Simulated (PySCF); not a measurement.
## Exercise with solution: oscillator strength and radiative lifetime

trifluoromethoxyethane (C3H5F3O), SMILES CCOC(F)(F)F.

Geometry optimised at ωB97X-D3(BJ)/def2-SVP. One conformer was computed; it need not be the lowest.

TDDFT-PBE/def2-SVPD run with PySCF puts the first singlet state with f over 0.02 at 8.61 eV (vertical), with the transition dipole (-0.005, 0.342, 0.044) in atomic units.

Problem. Find the oscillator strength, the wavelength and the radiative lifetime that this transition would have in vacuum if emission retraced absorption.

Solution. 
|μ|² = 0.1189 au, so |μ| = 0.88 D. ΔE = 8.61/27.211 = 0.3164 hartree. f = (2/3) ΔE |μ|² = 0.025 (the program prints 0.025).
λ = 1239.84/8.61 = 144 nm; ν = 69444 cm⁻¹.
Einstein's coefficient A = 0.6670 ν² f s⁻¹ (ν in cm⁻¹) = 8.1e7 s⁻¹, so τ = 1/A = 12 ns. This state is S3; the lower singlets have f = 0.001, 0.001. The figure is the radiative limit of this one transition; relaxation, internal conversion, crossing to triplets and a medium change what is measured.
